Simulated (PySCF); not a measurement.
Job for PySCF: R-BP86/LANL2DZ on H3Ta (SMILES [TaH3]), 2S+1 = 1, a spin state set in the input, which need not be the lowest.

```python
from pyscf import gto, scf, dft, mp
from pyscf.data.elements import chemcore

mol = gto.M(
    atom='''
    Ta   -0.01447179    0.01661877   -0.01410204
    H    -1.72618913   -0.14521069   -0.45051234
    H     0.62155114   -0.82890031    1.40967721
    H     1.06112206    1.02435752   -1.00110698
    ''',
    basis='lanl2dz',
    ecp={'Ta': 'lanl2dz'},
    charge=0, spin=0, verbose=3, max_memory=1800)
mf = dft.RKS(mol, xc='b88,p86')
mf.conv_tol = 1e-8
mf.max_cycle = 100
mf.kernel()
if not mf.converged:
    mf = mf.newton().run(mf.mo_coeff, mf.mo_occ)
```

**Question.** Predict the final total energy.

**Answer.** -59.4924 hartree.
